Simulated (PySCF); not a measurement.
Stepwise substitution at one centre (In SH-H). All species are isolated molecules in the gas phase. One relaxed conformer stands for each flexible species; it need not be the lowest. Strings in code marks are SMILES.

Computed with TPSSh-D3(BJ)/def2-TZVP // CAM-B3LYP-D3(BJ)/def2-TZVP run with PySCF. Excitations are Tamm–Dancoff values on a coarser integration grid. The basis has no diffuse functions, so Rydberg states are missing or too high.

| species | HOMO–LUMO gap (eV) | LUMO (eV) | T1 excitation (TDA) (eV) | S1–T1 gap (TDA) (eV) | S1 oscillator strength |
|---|---|---|---|---|---|
| 0 of 3 SH replaced by H (`[SH][In]([SH])[SH]`) | 4.86 | -2.11 | [?] | 0.29 | 0.000 |
| 1 of 3 SH replaced by H (`[SH][InH][SH]` (H–S–In–S torsion 180°, S–In–S–H torsion 0°)) | 5.08 | -1.70 | 4.33 | 0.51 | 0.000 |
| 2 of 3 SH replaced by H (`[SH][InH2]`) | 4.85 | -1.95 | 4.04 | [?] | 0.047 |
| 3 of 3 SH replaced by H (`[InH3]`) | [?] | [?] | – | – | – |

Problem. Complete the blanks.

Solution. 
- 0 of 3 SH replaced by H (`[SH][In]([SH])[SH]`), T1 excitation (TDA) (eV): 4.08
- 2 of 3 SH replaced by H (`[SH][InH2]`), S1–T1 gap (TDA) (eV): 0.75
- 3 of 3 SH replaced by H (`[InH3]`), HOMO–LUMO gap (eV): 5.47
- 3 of 3 SH replaced by H (`[InH3]`), LUMO (eV): -2.17
